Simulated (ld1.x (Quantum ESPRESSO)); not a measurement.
## LDA (PZ) TM dataset for Cu, scalar-relativistic all-electron reference.

- Element: Cu (Z = 29)
- Generator: ld1.x (Quantum ESPRESSO) 7.5
- Type: norm-conserving Troullier–Martins (Kleinman–Bylander form)
- Functional: LDA (PZ)
- Relativity: scalar-relativistic
- Frozen core: [Ar]
- Valence charge: 11
- Reference configuration: 3d10 4s1 4p0
- Partial waves: 4s (bound): rc 1.90 bohr; 3d (bound): rc 0.85 bohr; 4p (bound, empty): rc 4.00 bohr
- Local potential: the p channel
- Core correction: none

- Cutoffs needed: 300 Ry and over 300 Ry (the cutoffs (Ry, on a coarse ladder) from which the occupation-weighted sum of valence levels, in a spherical-Bessel basis at the reference potential, stays within 10 and 1 mRy of its value at 400 Ry)
- Ghost test: ghost state, extra bound levels that the all-electron valence spectrum of the same l lacks: s at -368.0 eV; a true bound ghost makes a file unfit for plane-wave use (spherical-Bessel basis up to 400 Ry, 20 bohr box)
- Configuration tests: 5 of 9 tests not solved or not reliable
